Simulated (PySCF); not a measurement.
## Electronic structure of Sb³⁺ (antimony, charge +3) at the UHF level

Configuration: [Kr] 4d10 5s2, closed-shell 1S. All numbers are calculated (PySCF 2.14, a scalar-relativistic core potential, in def2-SVP with the def2 core potential (28 electrons)).

| Quantity | Value |
| --- | --- |
| Total energy | -237.483531 hartree |
| One-electron energy | -395.6081 hartree |
| Hartree (Coulomb) energy | 175.7739 hartree |
| Exchange energy | -17.6493 hartree |
| ⟨S²⟩ | 0.0000 |
| ⟨L²⟩ | 0.000 |
| Sum of ⟨r⟩ | 21.21 bohr |
| Sum of ⟨r²⟩ | 28.08 bohr² |
| Time after the integrals | 0.1 s of wall time on 1 thread of Intel(R) Xeon(R) Platinum 8488C (shared host) |

```json
{"shell": "4s", "electrons": "2", "mean orbital energy (eV)": "-207.11", "rms radius, mean of both spins (bohr)": "0.848"}
{"shell": "4p", "electrons": "6", "mean orbital energy (eV)": "-154.45", "rms radius, mean of both spins (bohr)": "0.917"}
{"shell": "4d", "electrons": "10", "mean orbital energy (eV)": "-73.482", "rms radius, mean of both spins (bohr)": "1.09"}
{"shell": "5s", "electrons": "2", "mean orbital energy (eV)": "-41.875", "rms radius, mean of both spins (bohr)": "2.20"}
```

Energies and moments cover only the electrons outside the core potential.
